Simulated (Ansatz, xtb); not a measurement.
**Relaxing a trial structure of F2H2NOSi**

The starting geometry of this gas-phase doublet has its atoms placed at random.

```csv
atom,x (Å),y (Å),z (Å)
F,0.9887,-0.4299,-1.7803
F,-0.3044,1.0503,0.3744
N,-1.0872,0.2751,-1.0210
O,1.0533,0.7011,-0.5853
Si,-0.8078,-0.3651,0.6635
H,0.7414,-0.3135,-1.0461
H,1.0013,1.3497,-1.4800
```

Q: Guess where an optimisation with r2SCAN-D4/def2-SVP ends from this start.

A: It loosens into FHNOSi + FH, which stay close as a complex. Distances that change by over a tenth: F1–H6 (0.78 → 0.93 Å), O4–H7 (1.11 → 0.97 Å). Contacts that open: O4–H6 (1.16 → 1.81 Å). Contacts that close: O4–Si5 (2.48 → 1.65 Å).

The energy falls by 13.86 eV over 31 steps:

```
step  E − E(last) (eV)
   1            13.864
   4             5.783
   8             2.338
  11             0.736
  14             0.124
  18             0.023
  21             0.004
  24             0.000
  28             0.000
  31             0.000
```

Final geometry (Å):

```xyz
7

F     0.8303   -1.1753   -2.2706
F    -0.8677    1.6496    0.9432
N    -1.6488   -0.5720   -0.6983
O     1.0213    0.7958   -0.6187
Si   -0.5524    0.5341   -0.1801
H     1.3127   -0.4856   -1.8693
H     1.4899    1.5210   -0.1809
```

From the same start GFN2-xTB reaches the same bonding as this run.

From so rough a start the end depends on the optimiser's path, so another program may land elsewhere. The end wasn't checked by frequencies. Open shells are spin-unrestricted. Run with Ansatz 0.2.0, 3.8 min on 1 thread of Intel(R) Xeon(R) 6975P-C (Granite Rapids), with other jobs on the host.
